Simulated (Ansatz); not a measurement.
The cluster Pt2Au3⁺. Total charge 1; singlet. Geometry PBE-D4/def2-SVP, basis def2-TZVP, Ansatz.

Cartesian coordinates in Å:
```
Pt 1.673 -1.063 -0.594
Pt -0.132 0.520 -0.141
Au -1.063 0.132 2.302
Au 1.930 1.200 -1.729
Au -2.408 -0.788 0.161
```

```tsv
run	HOMO (eV)	LUMO (eV)
A	-11.00	-8.70
B	-10.20	-10.16
C	-10.00	-9.62
D	-10.85	-8.99
E	-9.90	-9.77
```

In the def2 sets Au, Pt take a core potential; there is no spin–orbit coupling. B3LYP takes the VWN-RPA correlation. No other spin state of charge 1 was run. Another isomer (singlet) lies 0.13 eV lower at PBE-D4/def2-SVP; other spin states weren't run for this one.

**Question.** The runs used B3LYP, LDA (SPW92), PBE, PBE0, r2SCAN. Estimate which is which.

**Answer.** A PBE0 (25 % exact exchange); B LDA (SPW92) (0 % exact exchange); C r2SCAN (0 % exact exchange); D B3LYP (20 % exact exchange); E PBE (0 % exact exchange). Exact exchange lowers occupied and raises empty levels; among semilocal functionals meta-GGAs tend to open the gap a little, and such runs are hard to tell apart. The gap grows from 0.03 eV (LDA (SPW92)) to 2.30 eV (PBE0). The restricted singlet is unstable towards broken spin symmetry in Hartree–Fock (as tested in another run); at PBE0-D4/def2-TZVP, LDA (SPW92)/def2-TZVP, r2SCAN-D4/def2-TZVP, B3LYP-D4/def2-TZVP and others this wasn't settled.
